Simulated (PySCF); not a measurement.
CdFH3Si. Atoms are numbered in the order given.

```xyz
6

Cd     0.0000     0.0000    -0.3487
F      0.0000     0.0000    -2.3044
Si     0.0000     0.0000     2.1132
H     -1.2071    -0.6969     2.6302
H      0.0000     1.3938     2.6302
H      1.2071    -0.6969     2.6302
```
Charge 0, spin multiplicity 1.

Coordinates come from a PBE0-D3(BJ)/def2-TZVP optimisation. The def2 effective core potentials stand for the cores of Cd; spin–orbit coupling is left out.

Calculation: PySCF with PBE/def2-TZVPD.

Mulliken values depend strongly on the basis, most of all with diffuse functions as here. ESP charges are fitted to the potential on shells at 1.4 to 2.0 van der Waals radii. Atomic charges (e):

```csv
atom,ESP fit,Mulliken
Cd1,…,0.57
F2,…,-0.61
Si3,…,0.08
H4,…,-0.01
H5,…,-0.01
H6,…,-0.01
```

Problem. What belongs in the gaps? (The exact figures need the calculation; the answer reports its results.)

Solution. 
- Cd1, ESP fit: 0.67
- F2, ESP fit: -0.49
- Si3, ESP fit: -0.33
- H4, ESP fit: 0.05
- H5, ESP fit: 0.05
- H6, ESP fit: 0.05
